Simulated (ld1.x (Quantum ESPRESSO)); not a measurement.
## Sm (Z = 62): excitation energies, all-electron against TM semilocal

ld1.x (Quantum ESPRESSO) 7.5 input, shortened:

```
&input
   title='Sm', zed=62., rel=1, dft='PBE', iswitch=3,
   config='[Xe] 4f6 5d0 6s2 6p0'
 /
 &inputp
   pseudotype=1, tm=.true., lloc=1,
   nlcc=.true., rcore=0.75
 /
4
6S  1  0   2.00   0.00  3.55  3.55  0.0
5D  3  2   0.00   0.00  2.85  2.85  0.0
4F  4  3   6.00   0.00  0.90  0.90  0.0
6P  2  1   0.00   0.00  4.05  4.05  0.0
 &test
   configts(1)='4f6 5d0 6s2 6p0'
 /
```

Energies are relative to the spin-unpolarised reference configuration 4f6 5d0 6s2 6p0; without spin polarisation the order of configurations can differ from experiment. Not all tests gave a result: 1 of 7 tests not solved or not reliable. Left out of the table: 4f7 5d0 6s0 6p0 (pseudo-atom not self-consistent, printed error -557 eV).

```json
{"valence configuration": "4f6 5d0 6s1 6p0", "charge": "+1", "ΔE all-electron (eV)": "5.946", "error AE − PS (meV)": "-7.1"}
{"valence configuration": "4f6 5d0 6s0 6p0", "charge": "+2", "ΔE all-electron (eV)": "17.036", "error AE − PS (meV)": "-60"}
{"valence configuration": "4f5 5d0 6s0 6p0", "charge": "+3", "ΔE all-electron (eV)": "40.878", "error AE − PS (meV)": "-1398"}
{"valence configuration": "4f6 5d0 6s1 6p1", "charge": "0", "ΔE all-electron (eV)": "2.441", "error AE − PS (meV)": "-7.2"}
{"valence configuration": "4f6 5d0 6s0 6p1", "charge": "+1", "ΔE all-electron (eV)": "9.077", "error AE − PS (meV)": "-26"}
```

Task: What are ΔE and the potential's error for 4f5 5d1 6s2 6p0?

Result: ΔE = 2.951 eV all-electron; the error (AE − PS) is -683 meV.

These tests converged, but a pseudo level misses the all-electron one widely, so the file describes the atom poorly there or has found another state: 4f5 5d0 6s0 6p0: 4f by 3.1 eV; 4f5 5d1 6s2 6p0: 4f by 1.9 eV.
